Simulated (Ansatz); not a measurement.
Calculated with Ansatz (gas phase, PBE0-D4/def2-TZVP geometries, no zero-point term in ΔE). CCSD(T)/CBS is the MP2 limit (def2-TZVPP, def2-QZVPP) plus CCSD(T) − MP2 in def2-TZVPP, frozen cores. DFT in def2-TZVPP. B3LYP here is the variant with VWN-RPA as its local correlation; programs differ in this. Elements past krypton have def2 core potentials. For Te outer-core shells are correlated without core-valence functions, which leaves a few kJ/mol of doubt a bond. Each species was taken in one conformer, which may not be the lowest.

Reaction (formal exchange of groups at a Te–Si bond): `C#C[SiH2][Te]C` + `CC=S` → `C[Te]C(C)=S` + `C#C[SiH3]`

```tsv
level	ΔE (eV)
PBE-D4	0.45
ωB97X-V	0.64
PBE	0.47
B3LYP	0.56
HF/def2-TZVPP	0.86
CCSD(T)/def2-TZVPP	0.55
MP2/def2-QZVPP	0.49
SCS-MP2/def2-QZVPP	0.55
```

What does CCSD(T)/CBS give? (Best estimate.)

Computed: +0.56 eV. The listed levels differ from it by -0.11, 0.08, -0.09, 0.00, 0.30, -0.01, -0.07, -0.01 eV.

Largest T1 diagnostic among the species: 0.016.

In def2-TZVPP, CCSD(T) changes the Hartree–Fock value by −0.31 eV (the triples alone add −0.08 eV) and MP2 by −0.37 eV. The D4 term adds −0.04 eV with B3LYP and −0.02 eV with PBE0; it sums over pairs of atoms, weighted by their polarisabilities, and B3LYP, whose exchange is more repulsive, gets the larger term.
